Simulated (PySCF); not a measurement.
Job file and geometry (Å, from GFN2-xTB) of an NMR shielding run on SMILES ClB(C/C(C(C)=O)=C/Cl)Cl, C5H6BCl3O, GIAO PBE0/pcSseg-1 NMR shielding, non-relativistic, gas phase (PySCF 2.14.0, density-fitted response routines); density fitting, a coarse starting grid and PySCF grid level 2 are the driver's defaults:

```
$ OMP_NUM_THREADS=1 python probes_run.py task.json out

{"job": {"kind": "nmr", "xc": "PBE0", "basis": "pcSseg-1"}, "charge": 0, "multiplicity": 1}
C     -1.137412    -1.121310     1.106019
C     -1.402508    -0.272744    -0.114209
O     -2.458877    -0.326178    -0.699879
C     -0.294886     0.618775    -0.546475
C     -0.300522     1.233763    -1.738656
Cl    -1.519172     1.114129    -2.913794
C      0.898344     0.796259     0.363067
B      1.919033    -0.434725     0.333354
Cl     2.807096    -0.871679     1.736147
Cl     2.180754    -1.297534    -1.126817
H     -1.976133    -1.796980     1.252891
H     -1.030940    -0.493035     1.987325
H     -0.221921    -1.695565     0.982329
H      0.526093     1.860594    -2.045157
H      0.560897     1.008257     1.378086
H      1.442557     1.686917     0.034357
```

**Question.** What does the program print?

**Answer.** 
```
coarse grid: 16200 points
cycle   1  E = -1673.7666856130  dE =  1.581e+00  |g| = 8.488e-01  |ddm| = 3.907e+00
cycle   2  E = -1672.8861124265  dE =  8.806e-01  |g| = 2.141e+00  |ddm| = 3.566e+00
cycle   3  E = -1673.9101667657  dE = -1.024e+00  |g| = 2.240e-01  |ddm| = 3.059e+00
cycle   4  E = -1673.9199465963  dE = -9.780e-03  |g| = 1.225e-01  |ddm| = 3.967e-01
cycle   5  E = -1673.9228601202  dE = -2.914e-03  |g| = 3.950e-02  |ddm| = 1.302e-01
cycle   6  E = -1673.9232042420  dE = -3.441e-04  |g| = 1.484e-02  |ddm| = 4.692e-02
cycle   7  E = -1673.9232533754  dE = -4.913e-05  |g| = 4.578e-03  |ddm| = 1.600e-02
cycle   8  E = -1673.9232581325  dE = -4.757e-06  |g| = 8.093e-04  |ddm| = 6.327e-03
final grid: 145928 points
cycle   9  E = -1673.9880560934  dE = -4.118e-05  |g| = 1.259e-02  |ddm| = 3.577e-02
cycle  10  E = -1673.9879735098  dE =  8.258e-05  |g| = 2.401e-02  |ddm| = 3.201e-02
cycle  11  E = -1673.9880853523  dE = -1.118e-04  |g| = 2.589e-03  |ddm| = 2.451e-02
cycle  12  E = -1673.9880865453  dE = -1.193e-06  |g| = 5.111e-04  |ddm| = 2.564e-03
cycle  13  E = -1673.9880865999  dE = -5.451e-08  |g| = 1.786e-04  |ddm| = 5.813e-04
cycle  14  E = -1673.9880866070  dE = -7.098e-09  |g| = 5.698e-05  |ddm| = 2.025e-04
cycle  15  E = -1673.9880866077  dE = -7.703e-10  |g| = 1.541e-05  |ddm| = 6.646e-05
converged SCF energy = -1673.9880866077

GIAO shielding tensors (ppm)
atom      isotropic    diamagn.    paramagn.     s11        s22        s33       span
  0 C      152.867     254.397    -101.530    135.791    141.901    180.910     45.119
  1 C      -10.952     243.586    -254.538   -101.061    -25.913     94.119    195.180
  2 O     -350.165     396.573    -746.738   -990.713   -414.242    354.461   1345.174
  3 C       46.551     265.105    -218.554    -63.085     54.541    148.198    211.283
  4 C       40.797     248.804    -208.007    -44.097     47.238    119.250    163.347
  5 Cl     688.283    1145.995    -457.712    402.954    783.246    878.649    475.695
  6 C      146.781     249.423    -102.642    132.757    142.871    164.715     31.959
  7 B       36.600     190.527    -153.926     -5.573     28.430     86.945     92.518
  8 Cl     657.699    1146.643    -488.945    364.071    714.164    894.861    530.789
  9 Cl     660.245    1147.898    -487.653    350.242    682.446    948.045    597.803
 10 H       29.550      28.870       0.680     25.856     27.752     35.042      9.186
 11 H       29.388      30.488      -1.100     25.653     29.874     32.637      6.983
 12 H       30.067      31.255      -1.188     25.631     30.557     34.013      8.382
 13 H       25.132      30.384      -5.253     20.036     24.890     30.468     10.432
 14 H       28.872      31.333      -2.461     26.054     28.480     32.082      6.029
 15 H       29.536      30.405      -0.869     25.388     29.475     33.744      8.356
```

Size and cost of the density-fitted run: 221 basis functions, 59 s wall time on 1 thread of an Arm Neoverse V1, shared host; peak memory 0.93 GiB.
